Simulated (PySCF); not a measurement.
# Two-component Hartree-Fock for As (arsenic, neutral)

Start: [Ar] 3d10 4s1 4p3 5s1; 4s1/2 filled at m_j = +1/2; 4p3/2 filled at m_j = -1/2, +1/2, +3/2; 5s1/2 filled at m_j = +1/2. Calculated with PySCF 2.14 in x2c-SVPall-2c with one added diffuse shell each of s, p, d type (6s7p4d, 47 functions): generalised Hartree-Fock with the X2C-1e Hamiltonian and a Gaussian nucleus; one run each with spin-orbit coupling (SO) switched off, then screened by Boettger's factors. This is a chosen level, not necessarily the ground level.

```tsv
spinor shell	electrons	ε, spin-free (eV)	ε, screened SO (eV)	weight of nominal j (screened SO)	rms radius, screened SO (bohr)
1s1/2	2	-11945.9	-11945.7	1.000	0.0525
2s1/2	2	-1577.0	-1577.0	1.000	0.219
2p1/2	2	-1379.1	-1404.3	1.000	0.194
2p3/2	4	-1379.1	-1367.0	1.000	0.197
3s1/2	2	-230.81	-230.80	1.000	0.640
3p1/2	2	-167.32	-171.03	0.993	0.660
3p3/2	4	-167.32	-165.51	0.996	0.670
3d3/2	4	-62.145	-62.686	0.915	0.751
3d5/2	6	-62.145	-61.776	0.944	0.748
4s1/2	1	-28.629	-28.624	1.000	2.02
4p3/2	3	-14.852	-14.853	0.651	2.47
5s1/2	1	-3.237	-3.237	1.000	5.67
```

```json
{"quantity": "E (hartree)", "spin-free": "-2258.20896", "screened SO": "-2258.28604"}
{"quantity": "M_J", "spin-free": "5/2", "screened SO": "5/2"}
{"quantity": "⟨J²⟩", "spin-free": "8.752", "screened SO": "8.752"}
{"quantity": "⟨L²⟩", "spin-free": "0.000", "screened SO": "0.005"}
{"quantity": "⟨S²⟩", "spin-free": "8.752", "screened SO": "8.747"}
```

Each row is a mean over spinors that exchange with the open shell spreads, by up to 1.230 eV (3s1/2).

Rows whose weight is well below 1 are mixtures of j = l ± 1/2: exchange outweighs spin-orbit coupling there, and the label is only the starting occupation.

Without spin-orbit coupling the j labels of p, d and f shells carry no meaning; the spin-free column gives the mean over the occupied spinors of each nl shell.
